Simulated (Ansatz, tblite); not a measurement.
Cost and result up the ladder for B₆As₅H₁₈⁻, a cluster cut from wurtzite BAs (hydrogen-capped) (29 atoms). Charge -1, multiplicity 1. Geometry: PBE-D4/def2-SVP.

```xyz
29

B    -2.0493   -1.0549   -1.1171
As   -1.0912    0.7544   -1.4347
As   -1.6137    0.6471    1.8744
B    -0.9336    1.8514    0.3443
B     0.7459    0.5895   -2.3783
As    1.0693    2.2268    0.6625
As   -0.7830   -2.0601    0.1880
B    -0.9027   -1.2715    2.1123
B     1.1327   -2.3415   -0.5433
As    1.9012   -0.4804   -1.0228
B     2.4566    0.7057    0.5971
H    -3.1445   -0.8635   -0.5869
H    -2.0996   -1.6443   -2.1927
H    -1.9994    1.6376   -2.2959
H    -3.1330    0.6827    1.7592
H    -1.4950    1.4468    3.1779
H    -1.5576    2.9024    0.3333
H     0.5819   -0.0675   -3.4022
H     1.2274    1.7086   -2.5601
H     1.4166    3.3590   -0.2967
H     1.1869    3.0276    1.9654
H    -1.3814   -3.4612    0.3282
H    -1.7164   -1.8704    2.8091
H     0.2062   -1.1538    2.6179
H     1.0305   -2.9732   -1.5942
H     1.8335   -2.8760    0.3130
H     3.2209   -0.7525   -1.7475
H     2.3364    0.1021    1.6556
H     3.5546    1.2291    0.4342
```

Ansatz on 2 threads of AMD EPYC 7R13 on a shared host and a share (18 GiB) of an NVIDIA H100 80GB HBM3; xTB runs through tblite on one thread. Times are rough, summed over both states, and most runs start from the orbitals of an earlier one. PBE0-D4/def2-TZVP serves as the yardstick here, not as an exact answer. The other state is a doublet.

The xTB rows come from tblite. Single mean-field runs in def2-TZVP are fitted with def2-universal-jkfit. HOMO above LUMO, or a gap near zero within one spin, warns that the state may not be the lowest or that an electron is smeared out.

Raw xTB energies of ions are shifted by several eV.

```
                          level  functions  wall time  vertical IE (eV)  difference from PBE0-D4/def2-TZVP (eV)                                  remarks
                       GFN2-xTB         87     0.11 s              8.01                                    3.02                                        –
                       GFN1-xTB        105     0.12 s              9.09                                    4.10                                        –
               PBE-D4/def2-TZVP        534       32 s              4.60                                   -0.39  gap within one spin near zero (doublet)
PBE0-D4/def2-TZVP (with forces)        534       46 s              4.99                                    0.00                                        –
```
